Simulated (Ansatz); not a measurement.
## Loss of H2: C2H3AlCl2 → C2HAlCl2 + H2

Species: C2H3AlCl2 `C=[CH][Al]([Cl])[Cl]`, singlet; C2HAlCl2 `C#[C][Al]([Cl])[Cl]`, singlet; H2 (hydrogen), singlet. This is a balance of energies; it says nothing on the path, which may need atoms to shift.

Shapes, held fixed at every level: PBE0-D4/def2-TZVP. Programs: Ansatz 0.2.0. The zero-point and thermal change to 298 K, harmonic and unscaled (PBE0-D4/def2-TZVP), is -26.9 kJ/mol.

```json
{"level": "HF/def2-SVP", "kind": "Hartree–Fock", "ΔH(298 K) (kJ/mol)": "+149.1", "less CCSD(T)/CBS estimate": "+15.9"}
{"level": "SPW92/def2-TZVPP", "kind": "LDA", "ΔH(298 K) (kJ/mol)": "+184.8", "less CCSD(T)/CBS estimate": "+51.6"}
{"level": "PBE0-D4/def2-TZVPP", "kind": "global hybrid", "ΔH(298 K) (kJ/mol)": "+162.9", "less CCSD(T)/CBS estimate": "+29.7"}
{"level": "wB97M-V/def2-TZVPP", "kind": "range-separated hybrid", "ΔH(298 K) (kJ/mol)": "+143.9", "less CCSD(T)/CBS estimate": "+10.7"}
{"level": "MP2/def2-SVP", "kind": "perturbation theory", "ΔH(298 K) (kJ/mol)": "+132.7", "less CCSD(T)/CBS estimate": "-0.5"}
{"level": "CCSD(T)/def2-TZVPP", "kind": "coupled cluster or CI", "ΔH(298 K) (kJ/mol)": "+133.2", "less CCSD(T)/CBS estimate": "0.0"}
{"level": "CCSD/def2-TZVPP", "kind": "coupled cluster or CI", "ΔH(298 K) (kJ/mol)": "+136.3", "less CCSD(T)/CBS estimate": "+3.1"}
{"level": "CCSD(T)/CBS estimate", "kind": "coupled cluster or CI", "ΔH(298 K) (kJ/mol)": "+133.2", "less CCSD(T)/CBS estimate": "0.0"}
```

The highest level, CCSD(T)/CBS estimate, gives ΔH(298 K) = +133.2 kJ/mol; the levels span +132.7 to +184.8. The column of differences is taken from that level and isn't an error. No measured value is set beside it here. The CBS estimate extrapolates MP2 from def2-TZVPP and def2-QZVPP and adds CCSD(T) − MP2 in the triple-zeta set, cores frozen; for H2 it overshoots the exact energy by about 1 mEh.
